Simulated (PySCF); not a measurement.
## Tm⁶⁵⁺ (thulium, charge +65): Hartree-Fock from Schrödinger to Dirac-Coulomb-Breit

Occupied: 1s1/2, 2s1/2. Hartree-Fock calculated with PySCF 2.14 in an even-tempered Gaussian basis (16 s from 16 bohr⁻², ratio 2.7; 13 p from 19 bohr⁻², ratio 2.7), Gaussian nucleus throughout. NR is non-relativistic, sf-X2C the spin-free one-electron X2C Hamiltonian, X2C adds the bare one-electron spin-orbit term, X2C-SNSO screens it by Boettger's factors, DC is four-component Dirac-Coulomb, and the Gaunt and Breit terms are added at first order (total energies over the DC spinors, levels after relaxing the spinors in that mean field). QED terms are absent. Levels marked empty are virtual spinors of this ion.

| Hamiltonian | E (hartree) |
| --- | --- |
| NR | -5843.2337 |
| sf-X2C | -6282.9673 |
| X2C | -6282.9673 |
| X2C-SNSO | -6282.9673 |
| DC | -6285.8852 |
| DC+Gaunt | -6280.0529 |
| DC+Breit | -6280.1784 |

| level (eV) | NR | sf-X2C | X2C | X2C-SNSO | DC | DC+Gaunt | DC+Breit |
| --- | --- | --- | --- | --- | --- | --- | --- |
| 1s1/2 | -62872.5 | -67292.7 | -67292.7 | -67292.7 | -67362.7 | -67222.8 | -67224.4 |
| 2s1/2 | -15176.0 | -16526.6 | -16526.6 | -16526.6 | -16534.9 | -16518.2 | -16519.9 |
| 2p1/2 (empty) | -14783.9 | -15289.1 | -16078.5 | -16052.0 | -16061.0 | -16030.4 | -16034.5 |
| 2p3/2 (empty) | -14783.9 | -15289.1 | -14967.2 | -14976.0 | -14977.8 | -14961.2 | -14965.3 |
| 3s1/2 (empty) | -6525.9 | -6987.2 | -6987.2 | -6987.2 | -6989.4 | -6984.7 | -6985.5 |

Problem. How large are the two-electron picture-change error of X2C and the Breit correction in the total energy?

Solution. X2C-1e lies 2.9178 hartree above Dirac-Coulomb; Gaunt adds 5.8323 and the full Breit term 5.7068 hartree.

```
interval (eV)   X2C  X2C-SNSO    DC  DC+Gaunt  DC+Breit
2p3/2 − 2p1/2  1111      1076  1083      1069      1069
```

Weight of the small component: 1s1/2 0.0673, 2s1/2 0.0164, 2p1/2 0.0162, 2p3/2 0.0150, 3s1/2 0.00696.

Koopmans' value for the highest occupied level at DC+Breit: 16519.9 eV, against an ionisation energy of 16510 ± 30 eV (theoretical estimate listed by NIST; NIST Atomic Spectra Database, ionization energies); the former lacks relaxation, correlation, QED and recoil.

The whole ladder took 68 s of wall time on 1 thread of Neoverse-N1 (shared host), launched as `OMP_NUM_THREADS=1 python relrun2.py TASK.json OUT` (a driver that calls PySCF for each Hamiltonian).
